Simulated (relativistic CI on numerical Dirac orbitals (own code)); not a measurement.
## Ligand-field terms of d2

Computed with a parametric ligand-field model of a d^n configuration (Racah B and C, spin-orbit zeta, crystal field), exact diagonalisation.

Field parameters in Wybourne normalisation: Oh B⁴₀ = 21Dq, B⁴₄ = √(5/14) B⁴₀; Td as Oh with Dq negative (B⁴₀ = 21Dq, B⁴₄ = √(5/14) B⁴₀). The field is a parameter set, without covalency.

(1) Ground term and bands for B = 960, C = 4010, ζ = 0 cm⁻¹, Oh, 10Dq = 24200 cm⁻¹?

(2) A d2 ion in Oh symmetry has the ground term 3T1 and bands at 1T2 12785 cm⁻¹ (782 nm), 1E 12929 cm⁻¹ (773 nm), 1A1 29064 cm⁻¹ (344 nm), 3T2 31801 cm⁻¹ (314 nm), 3T1 43153 cm⁻¹ (232 nm), 3A2 65601 cm⁻¹ (152 nm). Which parameters reproduce them?

(3) Ground term and bands for B = 810, C = 2940, ζ = 0 cm⁻¹, Td, 10Dq = -11600 cm⁻¹?

(4) Ground term and bands for B = 760, C = 3490, ζ = 0 cm⁻¹, Oh, 10Dq = 33750 cm⁻¹?

(5) Ground term and bands for B = 830, C = 3180, ζ = 0 cm⁻¹, Oh, 10Dq = 16200 cm⁻¹?

Results:

(1) Ground term 3T1 with 0.03 electrons in the two orbitals of the cubic e set. Spin-allowed: 3T2 22301 cm⁻¹ (448 nm), 3T1 34802 cm⁻¹ (287 nm), 3A2 46501 cm⁻¹ (215 nm). Lowest spin-forbidden: 1T2 14294 cm⁻¹ (700 nm), 1E 14529 cm⁻¹ (688 nm), 1A1 30938 cm⁻¹ (323 nm).

(2) B = 890, C = 3530, ζ = 0 cm⁻¹, Oh, 10Dq = 33800 cm⁻¹.

(3) Ground term 3A2 with 2.00 electrons in the two orbitals of the cubic e set. Spin-allowed: 3T2 11600 cm⁻¹ (862 nm), 3T1 18159 cm⁻¹ (551 nm), 3T1 28791 cm⁻¹ (347 nm). Lowest spin-forbidden: 1E 12036 cm⁻¹ (831 nm), 1A1 20784 cm⁻¹ (481 nm), 1T2 23355 cm⁻¹ (428 nm). With an A2 ground term the first spin-allowed band lies at |10Dq| itself.

(4) Ground term 3T1 with 0.01 electrons in the two orbitals of the cubic e set. Spin-allowed: 3T2 31976 cm⁻¹ (313 nm), 3T1 41602 cm⁻¹ (240 nm), 3A2 65726 cm⁻¹ (152 nm). Lowest spin-forbidden: 1T2 11837 cm⁻¹ (845 nm), 1E 11942 cm⁻¹ (837 nm), 1A1 27032 cm⁻¹ (370 nm).

(5) Ground term 3T1 with 0.04 electrons in the two orbitals of the cubic e set. Spin-allowed: 3T2 14715 cm⁻¹ (680 nm), 3T1 25680 cm⁻¹ (389 nm), 3A2 30915 cm⁻¹ (323 nm). Lowest spin-forbidden: 1T2 11825 cm⁻¹ (846 nm), 1E 12085 cm⁻¹ (827 nm), 1A1 24957 cm⁻¹ (401 nm).
